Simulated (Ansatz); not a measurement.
Sr₄Te₄. Charge 0, multiplicity 3. Geometry PBE-D4/def2-SVP, that of the charge +1 doublet; atoms count from 1.

```xyz
8

Sr    0.0812    2.3377    0.7882
Sr   -0.0458   -1.5237    1.9396
Sr    2.5249   -0.4687   -1.2917
Sr   -2.5581   -0.2976   -1.2772
Te    2.4375    0.4229    1.6856
Te    0.0357    1.2536   -2.3026
Te   -2.3940    0.5861    1.6989
Te   -0.0815   -2.3104   -1.2409
```

In the def2 sets Sr, Te take a core potential; there is no spin–orbit coupling. At PBE0-D4/def2-TZVP a singlet of charge 0 lies 1.46 eV below the triplet at the same geometry. The structure comes from a short search, and lower isomers may exist.

(1) Estimate the Mulliken populations from the PBE0/def2-TZVP orbitals of Ansatz.

(2) Where does the spin sit?

(3) And the Mayer bond orders between bonded heavy atoms (over 0.3)?

Results:

(1) 
```csv
atom,charge (e),spin (α − β)
Sr1,0.99,0.06
Sr2,0.99,0.06
Sr3,0.69,0.46
Sr4,0.69,0.46
Te5,-0.94,-0.01
Te6,-0.73,0.49
Te7,-0.94,-0.01
Te8,-0.73,0.49
```
Mulliken values and Mayer orders depend strongly on the basis.

(2) Summed by element: Sr 1.05, Te 0.95, of 2 unpaired in all. Largest on single atoms: Te8 0.49, Te6 0.49, Sr3 0.46.

(3) Sr1–Te5 0.58 (3.17 Å); Sr1–Te6 0.46 (3.28 Å); Sr1–Te7 0.58 (3.17 Å); Sr2–Te5 0.58 (3.17 Å); Sr2–Te7 0.58 (3.17 Å); Sr2–Te8 0.46 (3.28 Å); Sr3–Te5 0.57 (3.11 Å); Sr3–Te6 0.44 (3.19 Å); Sr3–Te8 0.44 (3.19 Å); Sr4–Te6 0.44 (3.19 Å); Sr4–Te7 0.57 (3.11 Å); Sr4–Te8 0.44 (3.19 Å). Values over 0.3 also appear between atoms too far apart for a bond (Sr3–Sr4 0.42 at 5.09 Å; Te6–Te8 0.36 at 3.72 Å); they arise where an orbital or an unpaired electron spreads over both atoms.
